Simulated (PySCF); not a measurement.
ethenyl(silyloxy)silane (C2H8OSi2), SMILES C=C[SiH2]O[SiH3].

Geometry optimised at ωB97X-D3(BJ)/def2-SVP. One conformer was computed; it need not be the lowest.

Calculation: B3LYP/def2-TZVP in PySCF.

Symmetry labels are those of the subgroup Cs that the program uses (full group Cs).

Computed valence orbital energies around the gap with their symmetry:
```json
[
 {"orbital": "HOMO−7", "symmetry": "A'", "energy (eV)": "-11.25"},
 {"orbital": "HOMO−6", "symmetry": "A\"", "energy (eV)": "-11.13"},
 {"orbital": "HOMO−5", "symmetry": "A'", "energy (eV)": "-10.46"},
 {"orbital": "HOMO−4", "symmetry": "A\"", "energy (eV)": "-9.58"},
 {"orbital": "HOMO−3", "symmetry": "A'", "energy (eV)": "-9.07"},
 {"orbital": "HOMO−2", "symmetry": "A'", "energy (eV)": "-8.53"},
 {"orbital": "HOMO−1", "symmetry": "A\"", "energy (eV)": "-8.46"},
 {"orbital": "HOMO", "symmetry": "A\"", "energy (eV)": "-7.72"},
 {"orbital": "LUMO", "symmetry": "A\"", "energy (eV)": "-0.70"},
 {"orbital": "LUMO+1", "symmetry": "A'", "energy (eV)": "-0.30"},
 {"orbital": "LUMO+2", "symmetry": "A'", "energy (eV)": "0.95"},
 {"orbital": "LUMO+3", "symmetry": "A'", "energy (eV)": "1.14"}
]
```
